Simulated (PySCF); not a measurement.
## Property card for `CCC[Si@@H](P)[Si](F)(F)F`

C3H10F3PSi2.
Atom-mapped SMILES: `[CH3:1][CH2:2][CH2:3][Si@@H:4]([PH2:5])[Si:6]([F:7])([F:8])[F:9]` (hydrogens: H10, H11, H12 on C1; H13, H14 on C2; H15, H16 on C3; H17 on Si4; H18, H19 on P5)

Some functional groups and rings: Si–H bond and C–Si bond.

**GFN2-xTB geometry**

```
Point group of the GFN2-xTB geometry                  : C1
Rotational constants A, B, C of the GFN2-xTB geometry : 1.284, 0.521, 0.420 GHz
```

PBE0/pcSseg-1 ground state and GIAO shieldings, non-relativistic (PySCF):

```
Dipole moment                                               : 3.25 D
HOMO energy                                                 : -7.93 eV
LUMO energy                                                 : -0.91 eV
HOMO–LUMO gap                                               : 7.02 eV
Lowest Hirshfeld atomic charge                              : -0.20 e on F7/F8/F9
Highest Hirshfeld atomic charge                             : +0.48 e on Si6
13C chemical shifts (computed TMS as zero) by class         : 24.1 (C2), 20.5 (C1), 14.9 (C3) ppm
1H chemical shifts (computed TMS as zero) by class          : 4.17 (H17), 1.45 (H13), 1.27 (H14), 1.12 (H10/H11/H12), 1.08 (H18/H19), 0.97 (H16), 0.52 (H15) ppm
Isotropic shieldings of nuclei other than C and H, by class : 301 (F7/F8/F9), 392 (Si6), 412 (Si4), 633 (P5) ppm
Mayer bond orders between heavy atoms                       : C1–C2 1.07, C2–C3 1.02, C3–Si4 0.91, Si4–P5 1.01, Si4–Si6 0.88, Si6–F7 0.96, Si6–F8 0.95, Si6–F9 0.95
```

Monoisotopic mass (most abundant isotopes): 190.0011 u.

 With B = h/(8π²I), that is 505.379 GHz u Å² over I, the principal moments of inertia are 393.5, 969.3 and 1202.1 u Å² (most abundant isotopes). The dipole equals about 10.8 × 10⁻³⁰ C·m (1 D = 3.33564 × 10⁻³⁰ C·m). The rotational constants make it an asymmetric top with κ = (2B − A − C)/(A − C) = -0.77, nearer the prolate limit (−1).

The structure is a single GFN2-xTB conformer in the gas phase; no vibrational or solvent corrections. NMR classes are plain means over equivalent atoms (diastereotopic ones count apart unless rotation or inversion swaps them), as if these changed places fast; in this geometry the members of some classes differ.

Conformer computed: `[CH3:1][CH2:2][CH2:3][Si@@H:4]([PH2:5])[Si:6]([F:7])([F:8])[F:9]`: C1–C2–C3–Si4 -178°, C2–C3–Si4–P5 47°, C3–Si4–Si6–F7 46°, H–P5–Si4–C3 159°, H–P5–Si4–C3 66°.
